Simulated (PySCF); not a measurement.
Ligands exchanged one at a time, B OH-SH. All species are isolated molecules in the gas phase. One relaxed conformer stands for each flexible species; it need not be the lowest. Strings in code marks are SMILES.

All values below come from PBE-D3(BJ)/def2-TZVP in PySCF. Excitations are Tamm–Dancoff values on a coarser integration grid. The basis has no diffuse functions, so Rydberg states are missing or too high.

```
species                              HOMO (eV)  LUMO (eV)  S1 oscillator strength  T1 excitation (TDA) (eV)
-----------------------------------  ---------  ---------  ----------------------  ------------------------
0 of 3 OH replaced by SH (`OB(O)O`)        [?]      -0.79                   0.001                      6.52
1 of 3 OH replaced by SH (`OB(O)S`)        [?]      -0.86                   0.001                      5.20
2 of 3 OH replaced by SH                   [?]      -1.08                   0.000                      4.99
3 of 3 OH replaced by SH                   [?]      -1.65                   0.000                      4.44
```

Problem. Some entries are withheld; supply them.

Solution. 
- 0 of 3 OH replaced by SH (`OB(O)O`), HOMO (eV): -7.41
- 1 of 3 OH replaced by SH (`OB(O)S`), HOMO (eV): -6.12
- 2 of 3 OH replaced by SH, HOMO (eV): -6.23
- 3 of 3 OH replaced by SH, HOMO (eV): -6.35
